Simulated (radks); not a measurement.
Q: The cadmium ion Cd9+ is in [Kr] 4d3. All-electron calculation, scalar-relativistic Kohn-Sham, BLYP, spin-polarised, spherical densities, finite nucleus; Fermi nuclear charge, rms radius of each element as measured or else 0.836 A^(1/3) + 0.57 fm. Program: a radial shooting solver on a logarithmic mesh with Libxc functionals. Open shells are filled with parallel spins first. One electron is removed from 4s, 4p, 3d, 4d in turn, with full relaxation. Which removal costs least, and what does each cost?

A: 4d 173.46 eV; 4p 233.03 eV; 4s 275.19 eV; 3d 591.48 eV. The 4d electron leaves first.
